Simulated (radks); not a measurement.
All-electron atom: Au VI in [Xe] 4f14 5d6 (the NIST ground configuration). Method: scalar-relativistic Kohn-Sham, BLYP, spin-polarised, spherical densities, point nucleus; open shells are filled with parallel spins first (spin-orbit coupling, left out, can overturn this in heavy ions); computed with a radial shooting solver on a logarithmic mesh with Libxc functionals.

Normalised radial functions P(r) = r R(r), r in bohr:

r           5d up  5d down
0.002603   0.0001   0.0001
0.003946   0.0004   0.0004
0.006029   0.0011   0.0011
0.009213   0.0034   0.0034
0.01397    0.0100   0.0100
0.02134    0.0281   0.0280
0.03261    0.0720   0.0719
0.04943    0.1576   0.1575
0.07554    0.2777   0.2774
0.1154     0.3208   0.3204
0.175      0.0960   0.0956
0.2674    -0.3527  -0.3526
0.4086    -0.4279  -0.4263
0.6193     0.2005   0.2036
0.9464     0.8886   0.8854
1.446      0.8763   0.8698
2.192      0.3971   0.4073
3.35       0.0689   0.0767

5d up: eigenvalue -71.419 eV, 2 radial nodes at r = 0.193, 0.558 bohr, <r> = 1.34 bohr, 90 % of the charge inside 1.98 bohr. 5d down: eigenvalue -68.263 eV, 2 radial nodes at r = 0.193, 0.557 bohr, <r> = 1.35 bohr, 90 % of the charge inside 2.00 bohr.
